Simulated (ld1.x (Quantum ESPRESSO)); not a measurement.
What one change does to a pseudopotential (titanium, TM)

* Element: Ti (Z = 22)
* Generator: ld1.x (Quantum ESPRESSO) 7.5
* Type: norm-conserving Troullier–Martins (Kleinman–Bylander form)
* Functional: BLYP
* Relativity: scalar-relativistic
* Frozen core: [Ne]
* Valence charge: 12
* Reference configuration: 3s2 3p6 3d2 4s1 4p1
* Partial waves: 3s (bound): rc 1.15 bohr; 3d (bound): rc 1.30 bohr; 3p (bound): rc 1.40 bohr
* Local potential: the p channel
* Core correction: none

Occupied shells without a wave of their own: 4p, 4s. They enter only through the test configuration that unscreens the potential.

Change: core correction a·sin(br)/r model core inside 1.02 bohr (4p, 4s counted twice).

Cutoffs: the cutoffs (Ry, on a coarse ladder) from which the occupation-weighted sum of valence levels, in a spherical-Bessel basis at the reference potential, stays within 10 and 1 mRy of its value at 400 Ry; they do not see the model core or the augmentation charge, which bear on the density cutoff. Errors are all-electron minus pseudo energies relative to the spin-unpolarised reference configuration.

**Question.** Predict the effect on cutoff, ghosts and configuration errors.

**Answer.** The potential gets neither clearly harder nor softer (110 Ry and 180 Ry → 110 Ry and 180 Ry); of the 7 tests that both files solve, the error grows in 5 and shrinks in 2 by more than 15 % and 0.3 meV (median size 87.6 → 139.9 meV); neither file shows a bound ghost. In the changed file ld1.x takes every shell without a wave as core, so the model core holds the 4p, 4s electrons as well and exchange and correlation see them twice. This cancels in the reference configuration, but the file is broken for other ones, and its errors say nothing about a proper core correction. A model core, the more so a compact one, raises the density cutoff, which this test does not measure.

```tsv
quantity	base	changed
cutoff, loose	110 Ry	110 Ry
cutoff, tight	180 Ry	180 Ry
bound ghosts	none	none
largest miss of a reference level, eV	0.09	0.09
error for 3s2 3p6 3d2 4s2 4p0, meV [ΔE -3.10 eV]	+67	+54
error for 3s2 3p6 3d2 4s1 4p0, meV [ΔE 4.18 eV]	-24	-140
error for 3s2 3p6 3d2 4s0 4p0, meV [ΔE 17.90 eV]	-178	-634
error for 3s2 3p6 3d3 4s0 4p0, meV [ΔE 4.35 eV]	-88	-311
error for 3s2 3p6 3d3 4s1 4p0, meV [ΔE -1.99 eV]	-1.3	-17
error for 3s1 3p6 3d2 4s2 4p0, meV [ΔE 66.26 eV]	+128	+67
error for 3s2 3p6 3d0 4s0 4p0, meV [ΔE 88.11 eV]	-296	-1075
s: phases at 1.55 bohr within 0.05 rad from the reference energy up to (Ry; the scan ends near 5)	2.4	2.4
p: phases at 1.55 bohr within 0.05 rad from the reference energy up to (Ry; the scan ends near 5)	4.2	4.2
d: phases at 1.55 bohr within 0.05 rad from the reference energy up to (Ry; the scan ends near 5)	to the end of the scan	to the end of the scan
```

Base: The 4p, 4s levels have no wave, so the channel is fitted at the deeper level alone: the likely source of the large errors.
